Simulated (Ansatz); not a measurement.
# Energy profile

The step: SiH₂Cl₂ ([Cl][SiH2][Cl]) + H₂O → SiH₂Cl₂O ([OH][SiH]([Cl])[Cl]) + H₂; bonds formed: Si1–O7, H2–H6; bonds broken: Si1–H2, H6–O7 (atoms numbered as in the saddle structure below).

| atom | x (Å) | y (Å) | z (Å) |
| --- | --- | --- | --- |
| Si1 | -0.3716 | -0.2509 | -0.3311 |
| H2 | 0.9287 | -0.9755 | 0.4509 |
| Cl3 | 0.0908 | -1.3725 | -1.9983 |
| Cl4 | -1.6225 | -1.0718 | 1.0947 |
| H5 | -1.3105 | 0.7101 | -0.9508 |
| H6 | 1.1435 | 0.0761 | 0.6802 |
| O7 | 0.7415 | 1.0760 | 0.2625 |
| H8 | 0.4002 | 1.8085 | 0.7921 |

Electronic energies by CCSD(T) at an estimated basis limit (MP2 extrapolated from triple and quadruple zeta, plus CCSD(T) − MP2 in triple zeta), on PBE0-D4/def2-TZVP structures; SiH4Cl2O, closed shell; no counterpoise correction. Program: Ansatz 0.2.0. Basis: def2-TZVPP and def2-QZVPP. Cores are frozen in the correlated methods. Extrapolation: Hartree–Fock as exp(−7.88 √X), correlation as X^−2.97.

**Question.** Give the profile in kcal/mol, counted from the separated reactants. (Judge from chemistry; the value comes from the calculation.)

**Answer.** Computed:
```json
{"point": "separated: SiH2Cl2 (linked as [Cl][SiH2][Cl]; Si1, H2, Cl3, Cl4, H5; singlet) + H2O (H6, O7, H8; singlet)", "kcal/mol": "0.00"}
{"point": "start structure", "kcal/mol": "-3.48"}
{"point": "saddle", "kcal/mol": "36.69"}
{"point": "end structure", "kcal/mol": "-22.45"}
{"point": "separated: SiH2Cl2O (linked as [OH][SiH]([Cl])[Cl]; Si1, Cl3, Cl4, H5, O7, H8; singlet) + H2 (H2, H6; singlet)", "kcal/mol": "-21.43"}
```

No T1 diagnostic of these runs exceeds 0.011.

For scale, one of the runs: CCSD(T)/def2-TZVPP, 213 basis functions (an equivalent command: `ansatz run in.yaml --threads 4`). Time: 46 s of wall clock on 4 CPU threads; the host was shared. Peak host memory: 2.8 GiB.
